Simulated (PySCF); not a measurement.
**Exercise with solution: dipole moment from atomic charges**

Al(Cl)(OMe)(SeH) (CH4AlClOSe), SMILES C[O][Al]([Cl])[SeH]. Atoms are numbered in the order given.

```xyz
9

Al     0.0383     0.4244     0.0000
Cl     1.9765     1.2237     0.0000
O     -1.3001     1.4411     0.0000
C     -1.5939     2.8103     0.0000
H     -2.1884     3.0727    -0.8920
H     -0.6808     3.4334     0.0000
H     -2.1884     3.0727     0.8920
Se    -0.3007    -1.8297     0.0000
H      1.1451    -2.0791     0.0000
```

Geometry: ωB97X-D3(BJ)/def2-SVP. Other conformers were not sampled.

Charges (e) from PBE/def2-TZVP (PySCF):

```json
[
 {"atom": "Al1", "Mulliken": "0.436", "ESP fit": "0.454"},
 {"atom": "Cl2", "Mulliken": "-0.235", "ESP fit": "-0.216"},
 {"atom": "O3", "Mulliken": "-0.256", "ESP fit": "-0.239"},
 {"atom": "C4", "Mulliken": "-0.210", "ESP fit": "-0.081"},
 {"atom": "H5", "Mulliken": "0.120", "ESP fit": "0.064"},
 {"atom": "H6", "Mulliken": "0.117", "ESP fit": "0.064"},
 {"atom": "H7", "Mulliken": "0.120", "ESP fit": "0.064"},
 {"atom": "Se8", "Mulliken": "-0.232", "ESP fit": "-0.234"},
 {"atom": "H9", "Mulliken": "0.140", "ESP fit": "0.124"}
]
```

The dipole moment of the full density is 0.71 D.

Problem. What dipole moment does each set of point charges give, and which comes closer to that of the density?

Solution. 
μ = Σ q r, and 1 e Å = 4.8032 D.
Mulliken: Σ q r = (-0.155, 0.211, 0.000) e Å, |μ| = 1.26 D.
ESP fit: Σ q r = (-0.081, 0.140, 0.000) e Å, |μ| = 0.78 D.
ESP fit comes closer in size. Point charges leave out the atoms' own dipoles (lone pairs, polarised bonds); fits to the potential absorb them, partitions of the density don't.
